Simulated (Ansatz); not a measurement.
Relaxation of AlClH₄OSi (8 atoms, charge 0, multiplicity 1), to a largest force component of 0.03 eV/Å in at most 50 steps.

All numbers below come from RHF/6-31G* in Ansatz.

```xyz
8
Properties=species:S:1:pos:R:3
Al -1.177 0.306 0.464
H 1.345 -0.462 1.317
O 1.723 -0.350 0.430
Si 2.891 -1.415 -0.084
H 2.305 -2.743 -0.343
H 3.461 -0.863 -1.318
H 3.935 -1.559 0.948
Cl -1.475 0.383 -1.674
```

Question: Where does it end, and by what steps?

Answer: It converged. After 15 steps the energy has fallen by 0.252 eV; Cl8 moved furthest, 1.27 Å. Joined: Al1–O3 (2.97 → 2.21 Å).

| step | energy less start (eV) | largest force component (eV/Å) | accepted |
| --- | --- | --- | --- |
| 0 | 0.0000 | 1.091 | yes |
| 1 | -0.0546 | 0.897 | yes |
| 2 | -0.0677 | 0.954 | yes |
| 3 | -0.0760 | 0.941 | yes |
| 4 | -0.0973 | 0.884 | yes |
| 5 | -0.1283 | 0.751 | yes |
| 6 | -0.1615 | 0.450 | yes |
| 7 | -0.1967 | 0.163 | yes |
| 8 | -0.2312 | 0.149 | yes |
| 9 | -0.2374 | 0.153 | yes |
| 10 | -0.2439 | 0.094 | yes |
| 11 | -0.2472 | 0.037 | yes |
| 12 | -0.2497 | 0.085 | yes |
| 13 | -0.2509 | 0.115 | yes |
| 14 | -0.2509 | 0.079 | no |
| 15 | -0.2516 | 0.005 | yes |

```xyz
8
Properties=species:S:1:pos:R:3
Al -0.633 0.362 0.411
H 1.641 -0.320 1.662
O 1.381 -0.477 0.761
Si 2.527 -1.306 -0.193
H 1.960 -2.580 -0.635
H 2.934 -0.455 -1.310
H 3.664 -1.541 0.715
Cl -0.468 -0.383 -1.671
```

The run took 30 s on 1 thread of Arm Neoverse V2, on a shared host, peak memory 0.14 GiB.
